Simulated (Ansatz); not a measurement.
One change: `[OH][GeH2][GeH3]` becomes `[OH][GeH2][I]`.

Ansatz, PBE0-D4/def2-TZVP geometries, multiplicity 1. Each molecule was computed in one conformer, which needn't be the lowest.

Elements past krypton have def2 core potentials. Scalar relativity is left out up to krypton. Spin–orbit coupling is left out; it splits and shifts lone-pair levels of the heavy atoms by tenths of an eV.

```tsv
property	`[OH][GeH2][GeH3]`
HOMO energy (PBE0/def2-TZVPP) / eV	-7.74
ideal-gas entropy at 298 K and 1 bar (rigid rotor, harmonic PBE0-D4/def2-TZVP) / J/(mol·K)	349
HOMO energy (ωB97M-V/def2-TZVPP) / eV	-9.83
HOMO–LUMO gap (ωB97M-V/def2-TZVPP) / eV	11.32
LUMO energy (B3LYP/def2-TZVPP) / eV	-0.51
HOMO–LUMO gap (PBE/def2-TZVPP) / eV	5.35
```

(1) Give the same properties after the change, and the shifts. (Estimate.)

Answers

(1) Computed: 
```
                                                                                  property  `[OH][GeH2][I]`  shift
                                                        HOMO energy (PBE0/def2-TZVPP) / eV            -7.68   0.06
ideal-gas entropy at 298 K and 1 bar (rigid rotor, harmonic PBE0-D4/def2-TZVP) / J/(mol·K)              324    -25
                                                     HOMO energy (ωB97M-V/def2-TZVPP) / eV            -9.81   0.02
                                                   HOMO–LUMO gap (ωB97M-V/def2-TZVPP) / eV            10.74  -0.58
                                                       LUMO energy (B3LYP/def2-TZVPP) / eV            -1.21  -0.70
                                                       HOMO–LUMO gap (PBE/def2-TZVPP) / eV             4.75  -0.60
```

With PBE0 the HOMO rises by 0.06 eV and the LUMO falls by 0.66 eV, so the gap narrows by about 0.72 eV. PBE moves the HOMO by -0.07 eV and ωB97M-V by 0.02 eV. The zero-point energy changes by -58.4 kJ/mol with -9 modes.

B3LYP here is the variant with VWN-RPA as its local correlation; programs differ in this.
